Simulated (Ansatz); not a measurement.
Consider the ligand exchange at the Si–O bond: `O[SiH](O)O[Si](F)(F)F` + `O[SiH2]S` → `O[SiH2]S[SiH](O)O` + `O[Si](F)(F)F`.

Program: Ansatz. Geometries: PBE0-D4/def2-TZVP. ΔE: electronic, gas phase. CBS: MP2 limit from def2 TZ/QZ plus the TZ coupled-cluster correction, frozen cores. Functionals use def2-TZVPP. One conformer a species, not always the lowest.

CCSD(T)/CBS gives +14.6 kcal/mol.

Q: Another level gave +15.3 kcal/mol. Which?
A. CCSD/def2-TZVPP
B. CCSD(T)/def2-TZVPP
C. PBE-D4/def2-TZVPP
D. PBE0-D4/def2-TZVPP

A: B. CCSD(T)/def2-TZVPP 15.3, PBE-D4 10.3, CCSD/def2-TZVPP 16.8, PBE0-D4 11.9 kcal/mol.

Largest T1 diagnostic among the species: 0.012.

In def2-TZVPP, CCSD(T) changes the Hartree–Fock value by −7.0 kcal/mol (the triples alone add −1.5 kcal/mol) and MP2 by −8.4 kcal/mol. The D4 term adds −1.5 kcal/mol with B3LYP and −0.7 kcal/mol with PBE0; it sums over pairs of atoms, weighted by their polarisabilities, and B3LYP, whose exchange is more repulsive, gets the larger term.

B3LYP here is the variant with VWN-RPA as its local correlation; programs differ in this.
